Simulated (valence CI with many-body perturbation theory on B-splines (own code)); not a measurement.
# Zr8+: electric-dipole lines

Level of theory: relativistic CI+MBPT: four valence electrons over a frozen Dirac-Fock core [Ar] 3d10, a basis of 11 s, 11 p, 10 d, 8 f, 5 g, 2 h functions for each j, with the one-electron correlation potential Σ1, the two-electron term Σ2, the three-electron term Σ3, Breit, model QED; selected CI, second order for the rest, scaled by the run's own slope (own B-spline code, finite nucleus).

No measured levels were compared; by estimate levels hold to about 250 cm⁻¹ or 0.2 % of their energy and the worst to 1 %, as in measured heavy ions of charge 2 to 7; those with d or f electrons hold less well. Among the levels kept, up to 830 cm⁻¹ of a level comes from second order outside the variational space, and about a tenth of that is noise between levels of different J, which matters for small intervals.

Lines 1 to 50 of 544 in falling wavelength, among levels below 96.617 eV, chosen from the strongest by gf and those to the six lowest levels. Wavelengths and rates use the calculated energies, so an error of 500 cm⁻¹ moves a line at 1454 Å by 0.73 % and its rate by three times that or more. Electric multipoles are in the length gauge, E1 and E2 with the static RPA response of the core. Weak lines are less certain than strong ones. Lines between different terms over intervals too small for the method are left out, as are lines whose strength nearly cancels. Where a level lies close to another of its J and parity, the split of strength between their lines is uncertain. The highest levels of a list are the least certain.

Names give the largest LS component (configuration and term), which can be under half, so a name can repeat, a term be missing and a line seem to break the LS rules; names also repeat where a configuration has a term twice. Letters in brackets count levels of one name in rising energy.

| λ vac (Å) | Upper | Lower | A (s⁻¹) | log gf | Branch % |
| --- | --- | --- | --- | --- | --- |
| 1454 | 4s.4p2.4d 1P_1 [b] | 4s2.4p.5s 1P°_1 | 2.21e+08 | -0.68 | 0.4 |
| 1429 | 4s.4p2.5p 5D°_1 [b] | 4s.4p2.5s 5P_2 | 2.36e+08 | -0.66 | 1.0 |
| 1420 | 4s2.4p.5p 3D_1 | 4s2.4p.5s 3P°_1 | 5.34e+08 | -0.32 | 2.2 |
| 1398 | 4s.4p2.4d 3P_1 [c] | 4s2.4p.5s 1P°_1 | 2.26e+08 | -0.70 | 0.4 |
| 1389 | 4s2.4p.5p 3D_1 | 4s2.4p.5s 3P°_0 | 1.88e+08 | -0.79 | 0.8 |
| 1387 | 4s.4p2.5p 5D°_2 | 4s.4p2.5s 5P_2 | 2.88e+08 | -0.38 | 1.3 |
| 1367 | 4s.4p2.5p 5D°_0 | 4s.4p2.5s 5P_1 | 9.92e+08 | -0.56 | 4.3 |
| 1352 | 4s.4p2.5p 5D°_1 [a] | 4s.4p2.5s 5P_1 | 5.40e+08 | -0.35 | 2.2 |
| 1325 | 4s.4p2.4d 3P_1 [c] | 4s2.4p.5s 3P°_2 | 2.43e+08 | -0.72 | 0.4 |
| 1302 | 4s.4p2.4d 3P_2 [c] | 4s2.4p.5s 3P°_2 | 3.70e+08 | -0.33 | 0.5 |
| 1275 | 4s.4p2.5p 5D°_1 [b] | 4s.4p2.5s 5P_1 | 2.72e+08 | -0.70 | 1.1 |
| 1258 | 4s2.4p.5p 3P_0 | 4s2.4p.5s 3P°_1 | 9.61e+08 | -0.64 | 3.4 |
| 1257 | 4s2.4p.5p 3P_2 | 4s2.4p.5s 3P°_2 | 6.22e+08 | -0.13 | 1.0 |
| 1252 | 4s2.4p.5p 3D_3 | 4s2.4p.5s 3P°_2 | 1.22e+09 | 0.30 | 5.5 |
| 1244 | 4s2.4p.5p 3S_1 | 4s2.4p.5s 1P°_1 | 2.85e+08 | -0.70 | 1.2 |
| 1242 | 4s.4p2.5p 5D°_2 | 4s.4p2.5s 5P_1 | 9.17e+08 | 0.03 | 4.1 |
| 1222 | 4s2.4p.5p 3D_2 | 4s2.4p.5s 3P°_1 | 1.28e+09 | 0.16 | 6.3 |
| 1219 | 4s2.4p.5p 3P_1 | 4s2.4p.5s 3P°_0 | 9.66e+08 | -0.19 | 4.5 |
| 1185 | 4s2.4p.5p 3S_1 | 4s2.4p.5s 3P°_2 | 1.02e+09 | -0.19 | 4.2 |
| 1179 | 4s2.4p.5d 3P°_1 | 4s2.4p.4f 3D_2 | 3.53e+08 | -0.66 | 3.9 |
| 1178 | 4s2.4p.4f 3F_2 | 4s2.4p.5s 1P°_1 | 1.73e+08 | -0.75 | 0.3 |
| 1168 | 4s2.4p.5p 1D_2 | 4s2.4p.5s 1P°_1 | 1.17e+09 | 0.08 | 5.5 |
| 1126 | 4s2.4p.5d 3D°_2 | 4s2.4p.4f 3F_3 | 2.12e+08 | -0.70 | 2.4 |
| 1117 | 4s2.4p.5p 1D_2 | 4s2.4p.5s 3P°_2 | 1.87e+08 | -0.76 | 0.9 |
| 1105 | 4s2.4p.5d 3P°_2 | 4s2.4p.4f 3D_3 | 3.85e+08 | -0.45 | 4.4 |
| 1059 | 4s2.4p.5d 3D°_1 | 4s2.4p.4f 3F_2 | 5.58e+08 | -0.55 | 6.2 |
| 1043 | 4s2.4p.5d 3F°_2 | 4s2.4p.4f 3G_3 | 5.16e+08 | -0.38 | 5.7 |
| 1016 | 4s2.4p.5d 3D°_2 | 4s2.4p.4f 3G_3 | 3.54e+08 | -0.56 | 4.1 |
| 1005 | 4s2.4p.5d 3D°_3 | 4s2.4p.4f 3F_4 | 6.98e+08 | -0.13 | 7.9 |
| 986.8 | 4s2.4p.5p 1S_0 | 4s2.4p.5s 1P°_1 | 2.50e+09 | -0.44 | 14.8 |
| 986.1 | 4s2.4p.5d 3F°_3 | 4s2.4p.4f 3G_4 | 9.22e+08 | -0.03 | 10.6 |
| 985.3 | 4s2.4p.5d 3F°_4 | 4s2.4p.4f 3G_5 | 1.12e+09 | 0.16 | 12.9 |
| 956.0 | 4s2.4p.5d 1D°_2 | 4s2.4p.4f 3F_3 | 3.46e+08 | -0.62 | 3.9 |
| 953.7 | 4s2.4p.5d 1P°_1 | 4s2.4p.5p 1S_0 | 2.13e+09 | -0.06 | 23.8 |
| 909.5 | 4s2.4p.5d 3D°_2 | 4s.4p2.4d 1P_1 [b] | 3.15e+08 | -0.71 | 3.6 |
| 905.2 | 4s2.4p.5d 1F°_3 | 4s2.4p.4f 1G_4 | 1.19e+09 | 0.01 | 13.7 |
| 904.3 | 4s2.4p.5d 3D°_3 | 4s2.4p.5p 1D_2 | 2.87e+08 | -0.61 | 3.2 |
| 877.0 | 4s2.4p.5d 3P°_2 | 4s2.4p.5p 1D_2 | 8.75e+08 | -0.30 | 9.9 |
| 859.8 | 4s2.4p.5d 3F°_2 | 4s2.4p.5p 3D_2 | 7.57e+08 | -0.38 | 8.3 |
| 853.3 | 4s2.4p.5d 1F°_3 | 4s2.4p.5p 1D_2 | 4.17e+09 | 0.50 | 48.0 |
| 851.9 | 4s2.4p.5d 3D°_1 | 4s.4p2.4d 1S_0 | 5.64e+08 | -0.74 | 6.3 |
| 848.3 | 4s2.4p.5d 1F°_3 | 4s2.4p.4f 3F_2 | 6.52e+08 | -0.31 | 7.5 |
| 841.7 | 4s2.4p.5d 3D°_2 | 4s2.4p.5p 3D_2 | 3.13e+08 | -0.78 | 3.6 |
| 841.0 | 4s2.4p.5d 1D°_2 | 4s2.4p.5p 3P_2 | 8.11e+08 | -0.37 | 9.1 |
| 839.0 | 4s2.4p.5d 3P°_2 | 4s2.4p.5p 3S_1 | 2.58e+09 | 0.13 | 29.2 |
| 835.8 | 4s2.4p.5d 3F°_2 | 4s2.4p.4f 1F_3 | 4.79e+08 | -0.60 | 5.2 |
| 834.3 | 4s2.4p.5d 3P°_1 | 4s2.4p.5p 3S_1 | 2.32e+09 | -0.14 | 25.6 |
| 833.6 | 4s2.4p.5d 3F°_3 | 4s2.4p.5p 3D_2 | 5.64e+09 | 0.61 | 64.7 |
| 832.4 | 4s2.4p.5d 3D°_2 | 4s2.4p.5p 3P_1 | 4.95e+09 | 0.41 | 56.8 |
| 831.7 | 4s2.4p.5d 3D°_3 | 4s2.4p.5p 3D_3 | 1.89e+09 | 0.14 | 21.3 |
